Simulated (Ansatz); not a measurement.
Total energies of `CC[B]N` radical.

Z-matrix (Å, degrees):
```
C
C 1 1.527
H 1 1.093 2 111.6
H 1 1.092 2 110.9 3 120.5
H 1 1.093 2 111.3 3 -120.2
B 2 1.562 1 115.1 3 -178.0
H 2 1.098 1 109.1 3 -58.3
H 2 1.101 1 110.0 3 57.0
N 6 1.380 2 127.4 1 -138.4
H 9 1.013 6 123.2 2 1.5
H 9 1.005 6 123.5 2 -178.3
```

Charge 0, multiplicity 2. Geometry: relaxed with PBE0-D4/def2-TZVP. It is one conformer, not always the lowest. Basis def2-TZVPP, the Gaussian-basis code of Ansatz.

RPA on PBE orbitals: Hartree–Fock energy of these orbitals -158.96212 Eh, correlation -1.09240 Eh (frozen core).

| functional | energy without D4 (Eh) | D4 term (kJ/mol) |
| --- | --- | --- |
| LDA (SPW92) | -158.55772 | – |
| PBE | -159.83958 | -15.8 |
| revPBE | -160.01722 | -55.7 |
| BLYP | -159.98453 | -35.7 |
| r2SCAN | -159.96813 | -4.0 |
| B97M-V | -160.06745 | – |
| PBE0 | -159.86649 | -13.2 |
| B3LYP | -160.07908 | -25.2 |
| r2SCANh | -159.96269 | -4.2 |
| r2SCAN0 | -159.95525 | -4.6 |
| HSE06 (plane-wave form) | -159.85651 | -12.1 |
| BHLYP | -159.97055 | -17.4 |
| CAM-B3LYP | -159.97602 | -13.1 |
| LC-ωPBE | -159.96307 | – |
| ωB97X-V | -160.01496 | – |
| ωB97M-V | -159.97542 | – |
| B2PLYP | -159.91573 | – |
| PBE-QIDH | -159.84162 | – |

B3LYP takes the VWN-RPA correlation (the form of Gaussian; ORCA's B3LYP/G). HSE06 is the plane-wave form, built on full-range PBE exchange. The double hybrids freeze the cores in their second-order part.

LC-ωPBE has ω = 0.4 bohr⁻¹.
